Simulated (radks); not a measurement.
These are the eigenvalues of the occupied orbitals of an atom or ion with whole-number occupations (eV). Method: scalar-relativistic Kohn-Sham, LDA (Slater exchange, VWN5 correlation), spin-polarised, spherical densities, finite nucleus; Fermi nuclear charge, rms radius of each element as measured or else 0.836 A^(1/3) + 0.57 fm; computed with a radial shooting solver on a logarithmic mesh with Libxc functionals.

1s: -48712.55
2s: -8332.642
2p: -7471.068
3s: -2146.379
3p: -1878.091
3d: -1518.371
4s: -723.6472
4p: -631.9333
4d: -503.8582

Which element is it, and in what charge state? The configuration may be excited. Open shells, if any, are filled with parallel spins first.

Answer. Z = 63, europium, charge +17: Eu17+ in [Kr] 4d10. The list shows which subshells hold electrons but not how many an open one holds; the 1s level, -1790.2 hartree, gives Z - s = 59.8 by -(Z - s)^2/2, which with screening and relativity narrows Z to a few neighbours, and the depths of the outer levels then fix element, charge and occupations together.
